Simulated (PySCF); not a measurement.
Vanadium: a sound run and one with changed settings

Sound run: V²⁺ [Ar] 3d3, V³⁺ [Ar] 3d2. Computed with PySCF 2.14 in aug-cc-pVDZ-DK (7s6p4d2f, 59 functions), with the spin-free X2C one-electron Hamiltonian (Gaussian nucleus). In the sound run the correlated levels freeze [Ar]. The sound run starts from symmetry-adapted Hartree-Fock orbitals and uses a fine grid where one is needed.

Changed run: basis STO-3G, all-electron and non-relativistic. This setting is unsound on purpose.

```tsv
species	method	sound run (hartree)	changed run (hartree)	converged
V²⁺	UHF	-947.42857	-932.43195	yes
V²⁺	MN15	-948.82601	-931.70194	yes
V²⁺	M06-2X	-948.38174	-933.22264	yes
V²⁺	MP2	-947.44143	-932.43205	yes
V³⁺	UHF	-946.38294	-931.51142	yes
V³⁺	MN15	-947.71780	-930.74561	yes
V³⁺	M06-2X	-947.29595	-932.26906	yes
V³⁺	MP2	-946.38521	-931.51142	yes
```

Ionisation energy of V²⁺:

```csv
method,sound run (eV),changed run (eV)
UHF,28.453,25.049
MN15,30.156,26.023
M06-2X,29.546,25.948
MP2,28.741,25.052
SCS-MP2,28.549,25.050
```

A minimal basis cannot let orbitals breathe on ionisation and holds almost no correlation. The Hamiltonian changed with the basis, so the totals do not compare.

For comparison, NIST gives 29.311 eV between the lowest levels.
